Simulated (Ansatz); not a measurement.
**Match the barriers**

Saddle point of GeSiH$_{8}$, singlet (GeSiH₆ ([SiH3][GeH3]) + H₂ → GeSiH₄ ([SiH2][GeH2]) + H₂ + H₂; bonds formed: H4–H7, H6–H9; bonds broken: Ge1–H4, Si2–H9, H6–H7), PBE0-D4/def2-TZVP structure:

```xyz
10
angstrom
Ge -0.0882 0.4778 -1.3300
Si 1.1857 -0.7327 0.0457
H -1.2137 -0.1203 -2.1717
H -1.3817 0.7629 0.2456
H 0.0763 1.9866 -1.5003
H -0.7848 -0.1266 1.8702
H -1.4791 0.5519 1.0719
H 2.4852 -0.1323 0.4241
H -0.0365 -0.4791 1.5649
H 1.2368 -2.1883 -0.2203
```

Program: Ansatz 0.2.0. Basis: def2-TZVPP, with def2-QZVPP for the basis limit. Cores are frozen in the correlated methods. Filled d shells of the heavier atoms are correlated. The def2 sets are not built for correlating such inner shells, so the correlated values are less sure here. B3LYP uses VWN-RPA correlation. Extrapolation: Hartree–Fock as exp(−7.88 √X), correlation as X^−2.97. Four methods, as single points on the PBE0-D4 structures, gave these electronic barriers from the start structure: 2.449, 2.878, 3.253, 4.400 eV.

**Question.** The methods were, in alphabetical order, B3LYP-D4, HF, MP2, PBE-D4. Which gave which? (A judgement: the text doesn't fix the answer.)

**Answer.** The calculation gives: PBE-D4 2.449; B3LYP-D4 2.878; MP2 3.253; HF 4.400 eV. For comparison, CCSD(T) at an estimated basis limit (MP2 extrapolated from triple and quadruple zeta, plus CCSD(T) − MP2 in triple zeta) gives 3.209 eV.

The T1 diagnostic stays at or below 0.015. The restricted Hartree–Fock reference is unstable towards an unrestricted one at one or more of these structures. A large double-excitation amplitude points to some diradical character; no triplet was computed.

Labels in which every atom is bracketed show which atoms are joined, not bond orders.

For scale, one of the runs: CCSD(T)/def2-TZVPP, 202 basis functions, launched by `ansatz run in.yaml --threads 4 --pin off --events-out ev --progress --plain --max-ram 9574MiB`. Time: 60 s of wall clock on 4 CPU threads of an AMD EPYC; the host was shared. Peak host memory: 2.4 GiB.
